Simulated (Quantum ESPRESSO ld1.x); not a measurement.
Results of a calculation; reference values are marked as such.
The rhodium ion Rh21+, 24 electrons, occupied as [Ar] 3d6 (the NIST ground configuration).

Level of theory: Dirac Kohn-Sham, LDA (Slater exchange, Perdew-Zunger correlation), spin-unpolarised, spherical densities, point nucleus; open shells are shared between the two j in proportion to 2j + 1 (ld1.x of Quantum ESPRESSO 7.5).

Energy parts (eV):
total: -123728
kinetic: 129223
electron-nucleus: -281707
Hartree: 31735
exchange-correlation: -2979

Orbitals (lengths in bohr, moments of r in powers of bohr):
| orbital | occ. | eigenvalue (eV) | <r^2> | <r> |
|---|---|---|---|---|
| 1s1/2 | 2 | -23737.0 | 0.001441 | 0.03266 |
| 2s1/2 | 2 | -4062.61 | 0.02355 | 0.1412 |
| 2p1/2 | 2 | -3821.24 | 0.01764 | 0.1199 |
| 2p3/2 | 4 | -3676.01 | 0.01896 | 0.1247 |
| 3s1/2 | 2 | -1241.78 | 0.1585 | 0.3727 |
| 3p1/2 | 2 | -1149.21 | 0.1512 | 0.3614 |
| 3p3/2 | 4 | -1120.72 | 0.1585 | 0.3704 |
| 3d3/2 | 2.4 | -963.267 | 0.1315 | 0.3347 |
| 3d5/2 | 3.6 | -957.249 | 0.1335 | 0.3375 |

The highest occupied level is 3d5/2 at -957.25 eV. For comparison, the ionisation energy in NIST's Atomic Spectra Database is 984 eV (theoretical). In exact Kohn-Sham theory the highest level is minus the ionisation energy, but local and semilocal functionals leave it too shallow, through self-interaction and a potential that decays too fast; potentials with the right tail come closer. Summed over all electrons, <r^2> = 2.211 bohr^2, which gives a Langevin (diamagnetic) susceptibility term of -1.75 x 10^-6 cm^3/mol. The density falls to 0.001 e/bohr^3 at r = 1.12 bohr.

Beside tabulated values, note that spin-unpolarised runs miss the spin-polarisation part of the exchange energy of open shells.
